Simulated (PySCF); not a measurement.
Al(H)(Et)(vinyl) (C₄H₉Al), SMILES [AlH]([CH]=C)[CH2]C. Coordinates come from a PBE-D3(BJ)/def2-SVP optimisation. The structure was generated by enumeration; whether it is a known compound was not checked. Other conformers were not sampled.

Problem. Give the equilibrium geometry at PBE-D3(BJ)/def2-SVP (PySCF confirms it by a frequency run) as Cartesian coordinates in Å. (An estimate is asked for; the answer gives what the named calculation found.)

Solution. This is not unique; one that fits is 
```xyz
14

Al    -0.5466     0.4732     0.8512
H     -0.9890     1.0906     2.2671
C      0.8617     1.3045    -0.2682
C      2.1680     0.4882    -0.3582
H      1.0773     2.3273     0.1115
H      0.4469     1.4519    -1.2921
H      1.9939    -0.5334    -0.7569
H      2.6519     0.3646     0.6341
H      2.9211     0.9686    -1.0196
C     -1.3960    -1.1726     0.2032
C     -1.1149    -1.6718    -1.0244
H     -2.1324    -1.7410     0.8057
H     -1.5805    -2.5928    -1.4244
H     -0.3967    -1.1778    -1.7056
```
Charge 0, spin multiplicity 1.
